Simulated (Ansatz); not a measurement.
Computed with PBE0-D4/def2-TZVP run with Ansatz (a first-principles code). No frequencies were computed at this level.

Ansatz 0.2 input:
```yaml
crystal:
  periodic: [false, false, false]
  atoms:
    - { symbol: F, position_ang: [1.75393, -0.441887, 0.264053] }
    - { symbol: Ga, position_ang: [0.070238, -0.018529, 0.010589] }
    - { symbol: Br, position_ang: [-0.4205, 2.200455, -0.084085] }
    - { symbol: Br, position_ang: [-1.40367, -1.740039, -0.190558] }
basis:
  gaussian: { orbitals: def2-tzvp }
hamiltonian:
  xc: pbe0
  dispersion: d4
relax:
  max_steps: 150
```

Output:

```
Functional definition: PBE0
1395 factors; their error is unknown
mean field evaluation 1: about -195163.5104 eV, gradient 4.5e1 eV
mean field evaluation 2: about -195153.6417 eV, gradient 9.5e1 eV
mean field evaluation 4: about -195166.3459 eV, gradient 5.1e0 eV
mean field evaluation 8: about -195166.3713 eV, gradient 4.6e-2 eV
mean field evaluation 16: about -195167.4354 eV, gradient 9.0e-5 eV
mean field -195167.43537602 eV, -7172.2709608296 hartree, gradient 1.7e-5 eV, S^2 0.000000; 0 other end points of the search recorded, 0 dependent functions left out
reference -195167.43540139 eV, -7172.2709617621 hartree; 55, 55 occupied and 120, 120 virtual orbitals, 1395 factors
relax step   1: F+E_penalty+E_count = -195167.54577025 eV  Δ(F+E_penalty+E_count) = +0.000e0 eV  max|allowed force component| = 4.544e-1 eV/Å  Δτ_max = 0.0000 Å  (27 SCF iters, accepted)
these checks for a lower state are left out or cut short: starts, cluster_reference, orbital_swaps, neighbouring_geometries, increment
1395 factors; their error is unknown
mean field -195167.44936790 eV, -7172.2714750219 hartree, gradient 2.1e-5 eV, S^2 0.000000; 0 other end points of the search recorded, 0 dependent functions left out
reference -195167.44939316 eV, -7172.2714759503 hartree; 55, 55 occupied and 120, 120 virtual orbitals, 1395 factors
relax step   2: F+E_penalty+E_count = -195167.56108458 eV  Δ(F+E_penalty+E_count) = -1.531e-2 eV  max|allowed force component| = 2.481e-1 eV/Å  Δτ_max = 0.0394 Å  (30 SCF iters, accepted)
these checks for a lower state are left out or cut short: starts, cluster_reference, orbital_swaps, neighbouring_geometries, increment
1395 factors; their error is unknown
mean field evaluation 32: about -195167.4503 eV, gradient 2.0e-5 eV
mean field -195167.45033879 eV, -7172.2715107013 hartree, gradient 2.0e-5 eV, S^2 0.000000; 0 other end points of the search recorded, 0 dependent functions left out
reference -195167.45036407 eV, -7172.2715116303 hartree; 55, 55 occupied and 120, 120 virtual orbitals, 1395 factors
relax step   3: F+E_penalty+E_count = -195167.56215019 eV  Δ(F+E_penalty+E_count) = -1.066e-3 eV  max|allowed force component| = 6.299e-2 eV/Å  Δτ_max = 0.0054 Å  (31 SCF iters, accepted)
these checks for a lower state are left out or cut short: starts, cluster_reference, orbital_swaps, neighbouring_geometries, increment
1395 factors; their error is unknown
mean field -195167.45039369 eV, -7172.2715127187 hartree, gradient 2.0e-5 eV, S^2 0.000000; 0 other end points of the search recorded, 0 dependent functions left out
reference -195167.45041897 eV, -7172.2715136479 hartree; 55, 55 occupied and 120, 120 virtual orbitals, 1395 factors
relax step   4: F+E_penalty+E_count = -195167.56222750 eV  Δ(F+E_penalty+E_count) = -7.730e-5 eV  max|allowed force component| = 5.479e-3 eV/Å  Δτ_max = 0.0035 Å  (32 SCF iters, accepted)
1395 factors; their error is unknown
mean field evaluation 64: about -195167.4504 eV, gradient 1.8e-5 eV
mean field -195167.45039369 eV, -7172.2715127187 hartree, gradient 2.0e-5 eV, S^2 0.000000; 1 other end points of the search recorded, 0 dependent functions left out
reference -195167.45041897 eV, -7172.2715136479 hartree; 55, 55 occupied and 120, 120 virtual orbitals, 1395 factors
Total energy: -195167.56225278 eV, -7172.2756234646 hartree
Atom 0 at     1.753083    -0.445079     0.263962 Å, force     0.005479     0.002616     0.000784 eV/Å
Atom 1 at     0.087935    -0.021517     0.013232 Å, force    -0.004120     0.000680    -0.000614 eV/Å
Atom 2 at    -0.440928     2.163045    -0.086736 Å, force     0.001748    -0.002668     0.000285 eV/Å
Atom 3 at    -1.400093    -1.696450    -0.190459 Å, force    -0.003107    -0.000629    -0.000455 eV/Å
Dipole moment:    -0.223692     0.058132    -0.033695 e Å
```

Cost: about 80 core-seconds (a rough figure).
